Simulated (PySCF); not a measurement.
Molecule: `InChI=1S/C5H10O3/c1-4(3-8-2)5(6)7/h4H,3H2,1-2H3,(H,6,7)/p-1/t4-/m1/s1`.

Cartesian coordinates in Å; atom numbers follow the order of the lines, from 1:
```xyz
17

C     2.6251    0.1232   -0.3648
O     1.2604    0.2634   -0.6010
C     0.4872    0.1151    0.5909
C    -0.9873    0.3317    0.3242
C    -1.6039   -0.7915   -0.4967
C    -1.7791    0.5163    1.7175
O    -3.0030    0.3755    1.6411
O    -1.0815    0.8019    2.6976
H     3.1364    0.2582   -1.3195
H     2.8683   -0.8732    0.0366
H     2.9920    0.8734    0.3521
H     0.8241    0.8432    1.3421
H     0.6517   -0.8926    1.0046
H    -1.1061    1.2787   -0.2166
H    -1.4088   -1.7537   -0.0224
H    -1.2009   -0.8123   -1.5109
H    -2.6815   -0.6453   -0.5350
```

Total charge -1.

Frames of a GFN2-xTB Langevin trajectory at 300 K; GIAO PBE0/pcSseg-1 shieldings in PySCF, gas phase, non-relativistic; equivalent atoms averaged within each frame.

Referencing at the same level of theory: 13C (σref 186.93) and 1H (σref 31.72) vs TMS; 17O (σref 336.08) vs H2O. The references are static minima.

Problem. How do the shifts (ppm) fluctuate along the trajectory?

Solution. 
| time (fs) | C6 | C3 | C1 | C4 | C5 | O7 | O8 | O2 | H12 | H9/H10/H11 |
| --- | --- | --- | --- | --- | --- | --- | --- | --- | --- | --- |
| 250 | 167.0 | 84.6 | 61.9 | 42.7 | 16.4 | 321.1 | 303.1 | 7.2 | 5.30 | 3.34 |
| 425 | 173.9 | 80.0 | 60.6 | 49.1 | 16.9 | 335.6 | 331.1 | 16.1 | 3.74 | 3.25 |
| 625 | 171.3 | 97.3 | 65.4 | 37.8 | 17.7 | 328.5 | 323.6 | 23.0 | 4.65 | 3.83 |
| 800 | 163.9 | 87.4 | 58.8 | 50.5 | 18.8 | 320.4 | 297.8 | 29.9 | 4.57 | 3.44 |
| 1000 | 166.0 | 75.2 | 64.2 | 44.6 | 25.7 | 302.4 | 326.0 | 24.1 | 3.29 | 3.45 |
| mean of frames | 168.4 | 84.9 | 62.2 | 45.0 | 19.1 | 321.6 | 316.3 | 20.1 | 4.31 | 3.46 |
| standard deviation | 4.1 | 8.4 | 2.6 | 5.1 | 3.8 | 12.4 | 14.9 | 8.7 | 0.79 | 0.22 |

5 frames give an uncertainty of the mean of about the standard deviation over 2.2 at best, since frames this close in time may not be independent; classical motion lacks zero-point vibration, and the reference would need the same averaging.
